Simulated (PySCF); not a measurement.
F$_{2}$H$_{2}$Si (calculated)

Calculation on a computer-drawn molecule: vertical ionisation energy to the stated ion spin, frozen-core CCSD(T) at the basis limit and cheaper methods, single-reference cases, UHF for radicals, no spin-orbit; all values are single points at the evaluated structure, the first of each entry, which is the reference or a displaced copy of it and isn't optimised; the reference structure only sets the zero of the energies above reference; triples share is (T) over the correlation energy. Program: PySCF 2.14.0.

F$_{2}$H$_{2}$Si

Evaluated structure:
```xyz
5
F2H2Si
F      0.2825     0.2722    -0.4503
Si    -0.6395    -0.1290     0.7483
F     -1.8356    -1.0534     0.1754
H      0.1622    -0.9401     1.6779
H     -1.2408     1.0370     1.3514
```

Reference structure:
```xyz
5
F2H2Si
F      0.2771     0.2921    -0.4747
Si    -0.6496    -0.1368     0.7567
F     -1.8342    -1.0389     0.1720
H      0.1443    -0.9490     1.6765
H     -1.2290     1.0686     1.3459
```

- charge: 0
- multiplicity: 1
- ion multiplicity: 2
- diffuse functions: no
- basis: cc-pV(n+d)Z
- reference is: the Hartree-Fock double-zeta minimum
- best is: HF at quadruple zeta + MP2 correlation extrapolated from triple and quadruple zeta + CCSD(T) minus MP2 at triple zeta
- basis step is: the size of the change from the same recipe one zeta lower
- ionisation energy best: 13.21 eV
- ionisation energy basis step: 0.04671 eV
- energy above reference best: 0.5371 kcal/mol
- energy above reference basis step: 0.07921 kcal/mol
- ionisation energy Koopmans at triple zeta: 13.68 eV
- ionisation energy EOM CCSD at triple zeta: 13.15 eV
- total energy HF triple zeta: -489.2046 hartree
- total energy CCSD(T) triple zeta: -489.8620 hartree
- total energy best: -489.9857 hartree
- T1 diagnostic at triple zeta: 0.0113
- D1 diagnostic at triple zeta: 0.02533
- ion T1 diagnostic at triple zeta: 0.02947
- ion D1 diagnostic at triple zeta: 0.1546
- ion spin squared at triple zeta: 0.7975
- triples share at triple zeta: 0.02665
- basis functions triple zeta: 127
- dipole magnitude HF at triple zeta: 1.703 debye
- dipole magnitude CCSD unrelaxed at triple zeta: 1.468 debye
- dipole magnitude PBE at triple zeta: 1.311 debye
- dipole magnitude r2SCAN at triple zeta: 1.376 debye
- dipole magnitude B3LYP at triple zeta: 1.448 debye
- dipole magnitude wB97X at triple zeta: 1.483 debye

Drawn bonds:
```tsv
atom	other atom	order
1	2	1
2	3	1
2	4	1
2	5	1
```

Triple zeta:
```tsv
method	ionisation energy (eV)	energy above reference (kcal/mol)
HF	12.72	0.1841
PBE	12.14	0.865
r2SCAN	12.4	0.5817
B3LYP	12.66	0.6298
wB97X	12.89	0.5886
MP2	13.1	0.5641
CCSD	13.14	0.4856
CCSD(T)	13.05	0.5428
```
